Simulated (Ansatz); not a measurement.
The same path of AlFH4NO (8 atoms, charge 0, multiplicity 2) was run twice with different band settings. Lost on the way: Al1–H8. Made: O6–H8.

These are results of Ansatz 0.2.0, UKS r2SCANh-D4/def2-SVP, not measurements.

Relaxed end points:

```xyz
8
Properties=species:S:1:pos:R:3
Al -0.131 0.129 0.322
F -0.450 1.663 0.897
N 1.504 -0.003 -0.574
H 1.798 -0.907 -0.945
H 2.325 0.483 -0.213
O -1.358 -0.833 -0.351
H -2.295 -0.647 -0.365
H 0.920 -0.733 1.348
```

```xyz
8
Properties=species:S:1:pos:R:3
Al 0.577 -0.421 0.697
F 0.080 1.038 1.430
N 1.825 -0.204 -0.562
H 2.431 -0.938 -0.905
H 2.216 0.700 -0.807
O -1.296 -0.347 -0.138
H -1.897 -1.085 0.023
H -1.622 0.411 0.380
```

Common settings: movable images 5; climbing image yes; optimiser quadratic models (default); start path through a guess of the saddle point; force threshold 0.05 eV/Å; iteration limit 60; end points relaxed.

| run | spring |
| --- | --- |
| 1 | 5.0 eV/Å² |
| 2 | 0.1 eV/Å² |

Problem. What does each run give, and how far can it be trusted?

Solution. Run 1: converged after 33 iterations, highest image 1.421 eV above the first end. The profile has 2 maxima (images 2, 4) with wells between them (image 3): this band takes more than one step, which may be the mechanism or a detour left from its start path. A vibrational analysis at the climbing image gives one clearly imaginary mode, 91i cm⁻¹: a first-order saddle point.
Run 2: converged after 22 iterations, highest image 1.421 eV above the first end. Another band between the same ends (5 images) ends at a top of the same energy, where a vibrational analysis finds 1 clearly imaginary mode.
